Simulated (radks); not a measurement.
Values are calculated unless marked as measured or tabulated.
Effect of the nuclear size on neutral osmium, [Xe] 4f14 5d6 6s2. Code: a radial shooting solver on a logarithmic mesh with Libxc functionals. Model: Dirac Kohn-Sham, BLYP, spin-unpolarised, spherical densities, finite nucleus; open shells fill j = l - 1/2 first; Fermi nuclear charge, rms radius 5.4126 fm. The rms radius is varied about that value; shifts are against it.

[
 {"rms radius (fm)": "4.6115", "total energy shift (eV)": "-20.0", "density at nucleus (e/bohr^3)": "1.778e+06", "1s1/2 shift (meV)": "-8080", "2s1/2 shift (meV)": "-1160", "5s1/2 shift (meV)": "-11.4", "5p1/2 shift (meV)": "0.555", "6s1/2 shift (meV)": "-0.774", "5d5/2 shift (meV)": "0.691", "6p1/2 (empty) shift (meV)": "0.222"},
 {"rms radius (fm)": "4.9958", "total energy shift (eV)": "-10.7", "density at nucleus (e/bohr^3)": "1.726e+06", "1s1/2 shift (meV)": "-4310", "2s1/2 shift (meV)": "-618", "5s1/2 shift (meV)": "-6.06", "5p1/2 shift (meV)": "0.295", "6s1/2 shift (meV)": "-0.413", "5d5/2 shift (meV)": "0.368", "6p1/2 (empty) shift (meV)": "0.118"},
 {"rms radius (fm)": "5.4126", "total energy shift (eV)": "0", "density at nucleus (e/bohr^3)": "1.676e+06", "1s1/2 shift (meV)": "0.000", "2s1/2 shift (meV)": "0.000", "5s1/2 shift (meV)": "0.000", "5p1/2 shift (meV)": "0.000", "6s1/2 shift (meV)": "0.000", "5d5/2 shift (meV)": "0.000", "6p1/2 (empty) shift (meV)": "0.000"},
 {"rms radius (fm)": "5.7807", "total energy shift (eV)": "9.87", "density at nucleus (e/bohr^3)": "1.636e+06", "1s1/2 shift (meV)": "3980", "2s1/2 shift (meV)": "572", "5s1/2 shift (meV)": "5.60", "5p1/2 shift (meV)": "-0.273", "6s1/2 shift (meV)": "0.382", "5d5/2 shift (meV)": "-0.341", "6p1/2 (empty) shift (meV)": "-0.109"},
 {"rms radius (fm)": "6.1974", "total energy shift (eV)": "21.5", "density at nucleus (e/bohr^3)": "1.594e+06", "1s1/2 shift (meV)": "8690", "2s1/2 shift (meV)": "1250", "5s1/2 shift (meV)": "12.2", "5p1/2 shift (meV)": "-0.594", "6s1/2 shift (meV)": "0.833", "5d5/2 shift (meV)": "-0.743", "6p1/2 (empty) shift (meV)": "-0.239"}
]

Slopes of the eigenvalues against <r^2> in GHz/fm^2, as finite differences over the two radii next to the reference (eigenvalue slopes, not the field-shift constants of lines): 1s1/2 237000, 2s1/2 34000, 5s1/2 333, 5p1/2 -16.2, 6s1/2 22.7, 5d5/2 -20.3, 6p1/2 (empty) -6.51.
